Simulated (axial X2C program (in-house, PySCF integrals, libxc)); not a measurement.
# Low determinants of IrO at the PBE0 level, scalar-relativistic

All values were computed with an in-house all-electron X2C program for linear molecules (integrals from PySCF). Spin-free means the one-electron spin-free X2C Hamiltonian. Basis: Ir dyall-cv3z [13s14p9d6f4g], O dyall-av3z [7s6p3d2f] (cores contracted in-house); Gaussian nuclei, density fitting, unrestricted open shells. Masses: Ir 192.963 u, O 15.995 u.

Search at 1.720 Å (vertical energies from the lowest determinant):

```tsv
ΔE (eV)	state	electrons beyond evenly filled partner blocks	electrons in σ, π, δ, φ
0.00	M_S = 3/2, Λ = 0	σα, π+α, π-α	31 34 16 4
0.09	M_S = 3/2, Λ = 2	π+α, π-α, δ+α, δ+β, δ-α	32 34 15 4
0.33	M_S = 1/2, Λ = 0	σβ, π+α, π-α	31 34 16 4
0.53	M_S = 1/2, Λ = 1	π+α	32 33 16 4
0.62	M_S = 1/2, Λ = 2	π+α, π-α, δ+α, δ+β, δ-β	32 34 15 4
1.22	M_S = 3/2, Λ = 3	σα, π+α, π+β, π-α, δ+α, δ+β, δ-α	31 35 15 4
1.30	M_S = 3/2, Λ = 1	σα, π+α, π-α, π-β, δ+α, δ+β, δ-α	31 35 15 4
```

Lowest determinant, M_S = 3/2, Λ = 0 (beyond evenly filled blocks: σα, π+α, π-α): Re = 1.682 Å, ωe = 1000.0 cm⁻¹.

The determinant in row 2 of the search, M_S = 3/2, Λ = 2 (beyond evenly filled blocks: π+α, π-α, δ+α, δ+β, δ-α), was followed along the bond at PBE0; measured from the minimum of the lowest determinant it gives:

Te = 0.116 eV (935 cm⁻¹), Re = 1.704 Å, ωe = 964.9 cm⁻¹.

The determinant in row 3 of the search, M_S = 1/2, Λ = 0 (beyond evenly filled blocks: σβ, π+α, π-α), was followed along the bond at PBE0; measured from the minimum of the lowest determinant it gives:

Te = 0.348 eV (2809 cm⁻¹), Re = 1.692 Å, ωe = 988.0 cm⁻¹.

Task: Compare the bond of the determinant in row 2 with that of the lowest one.

Result: At PBE0 its Re is 0.022 Å longer and its force constant, which goes as ωe², is 0.93 times that of the lowest determinant. T0 ≈ Te + Δωe/2 = 935 + (-18) = 917 cm⁻¹.

The search compares states at one distance, so a state with another bond length can lie lower; it is not exhaustive and yields mostly the lowest determinant of each block pattern, so other components and higher states of one pattern are missing. These are energies of single determinants, not of spin-adapted states; PBE0 term energies can be off by some tenths of an eV, and the functional has no current term. The lowest determinant need not be the ground state where others lie within half an eV. Spin–orbit coupling is large for these atoms, so the spin-free order is a model. Row 3 is spin-contaminated (⟨S²⟩ = 1.77 against 0.75), so its values are not those of a pure state.
